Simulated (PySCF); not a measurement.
Broadened absorption spectrum of C5H9OP

Compound: C5H9OP.
Z-matrix (Å and degrees, GFN2-xTB geometry), rows numbered from 1:
```
O 
C   1  1.2042
C   2  1.5117  1  122.84
C   3  1.5315  2  111.03  1   114.90
P   4  1.8577  3  114.42  2    59.67
C   5  1.8575  4   97.08  3   -49.64
C   2  1.5114  1  122.83  3   178.92
H   3  1.0929  2  108.96  1  -124.32
H   3  1.0925  2  108.85  1    -5.85
H   4  1.0935  3  109.76  2  -178.97
H   4  1.0946  3  110.10  2   -61.16
H   5  1.4041  4   95.17  3    46.19
H   6  1.0944  5  107.28  4   -72.66
H   6  1.0933  5  107.80  4   172.16
H   7  1.0929  2  108.99  1   124.33
H   7  1.0925  2  108.84  1     5.79
```

Level of theory: PySCF, TDDFT PBE0/def2-SVPD, vertical, gas phase, core orbitals frozen in the response.

Computed states:

```tsv
state	E (eV)	f
S1	4.29	0.0001
S2	5.33	0.0075
S3	6.51	0.043
S4	6.72	0.048
S5	6.80	0.0036
S6	6.89	0.0022
S7	6.96	0.0021
S8	7.25	0.011
```

Broadening: Gaussians 0.4 eV wide at half height, area fixed by f = 4.319×10⁻⁹ ∫ε dν̃. The width is an assumption, not a result. The curve ends short of the highest state used, and states not computed would add to its high-energy end.

Problem. What does the envelope look like, and where are its maxima?

Solution. 
| E (eV) | ε (L mol⁻¹ cm⁻¹) |
| --- | --- |
| 3.69 | 0 |
| 3.75 | 0 |
| 3.80 | 0 |
| 3.86 | 0 |
| 3.91 | 0 |
| 3.96 | 0 |
| 4.02 | 1 |
| 4.07 | 1 |
| 4.12 | 2 |
| 4.18 | 3 |
| 4.23 | 3 |
| 4.29 | 3 |
| 4.34 | 3 |
| 4.39 | 3 |
| 4.45 | 2 |
| 4.50 | 2 |
| 4.55 | 1 |
| 4.61 | 1 |
| 4.66 | 1 |
| 4.72 | 1 |
| 4.77 | 2 |
| 4.82 | 6 |
| 4.88 | 16 |
| 4.93 | 34 |
| 4.98 | 64 |
| 5.04 | 124 |
| 5.09 | 194 |
| 5.15 | 298 |
| 5.20 | 387 |
| 5.25 | 460 |
| 5.31 | 506 |
| 5.36 | 498 |
| 5.41 | 449 |
| 5.47 | 354 |
| 5.52 | 264 |
| 5.58 | 166 |
| 5.63 | 102 |
| 5.68 | 58 |
| 5.74 | 26 |
| 5.79 | 12 |
| 5.84 | 6 |
| 5.90 | 6 |
| 5.95 | 13 |
| 6.01 | 37 |
| 6.06 | 84 |
| 6.11 | 178 |
| 6.17 | 393 |
| 6.22 | 695 |
| 6.27 | 1136 |
| 6.33 | 1853 |
| 6.38 | 2573 |
| 6.44 | 3492 |
| 6.49 | 4208 |
| 6.54 | 4791 |
| 6.60 | 5219 |
| 6.65 | 5301 |

Maxima: 233 nm (5.33 eV), ε about 510, made up of S2 (100%); 187 nm (6.64 eV), ε about 5300, made up of S3 (41%) and S4 (55%) (ε in L mol⁻¹ cm⁻¹; maxima over ε = 5, shares over 10%).

Problem. What would ε be at 6.64 eV, the highest of these maxima, with half the width (0.2 eV)?

Solution. About 6090 L mol⁻¹ cm⁻¹ against 5310, a factor of about 1.1; a lone state at its own centre would give exactly 2.

Problem. Coming from long wavelengths, where does ε first pass 100 L mol⁻¹ cm⁻¹?

Solution. At about 247 nm (5.02 eV), 0.73 eV above S1.

Problem. On this curve, what absorbance would a 10⁻⁵ mol/L sample give at 254 nm over a 1 cm path?

Solution. 254 nm is 4.881 eV, where ε is about 17 L mol⁻¹ cm⁻¹, so A = ε c l ≈ 0.00017 (Beer–Lambert, with the gas-phase spectrum and the assumed width).

The run took 44 s of wall time on Arm Neoverse V1, one thread, no GPU, on a shared host.

One conformer stands for the species.
